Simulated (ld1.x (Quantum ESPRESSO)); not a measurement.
**PBE TM dataset for fluorine (F), non-relativistic all-electron reference.**

```json
{
  "Element": "F",
  "Generator": "ld1.x (Quantum ESPRESSO) 7.5",
  "Type": "norm-conserving Troullier–Martins (Kleinman–Bylander form)",
  "Functional": "PBE",
  "Relativity": "non-relativistic",
  "Frozen core": "[He]",
  "Valence charge": "7",
  "Reference configuration": "2s2 2p5",
  "Partial waves": "2p (bound): rc 1.60 bohr; 2s (bound): rc 0.50 bohr",
  "Local potential": "the s channel",
  "Core correction": "none"
}
```

Poles of the logarithmic derivatives, all-electron (AE) and pseudo (PS). s: poles at -1.5 (AE) and -1.5 (PS) Ry. p: poles at -0.1 (AE) and -0.1 (PS) Ry. Test radius 1.75 bohr.

* Cutoffs needed: 300 Ry and over 300 Ry (the cutoffs (Ry, on a coarse ladder) from which the occupation-weighted sum of valence levels, in a spherical-Bessel basis at the reference potential, stays within 10 and 1 mRy of its value at 400 Ry)
* Ghost test: no extra level below or beside the all-electron valence levels (p, s, d, f tested) (spherical-Bessel basis up to 400 Ry, 20 bohr box)
* Largest excitation error: +1371 meV (all-electron minus pseudo) for 2s2 2p2, out of 7 test configurations
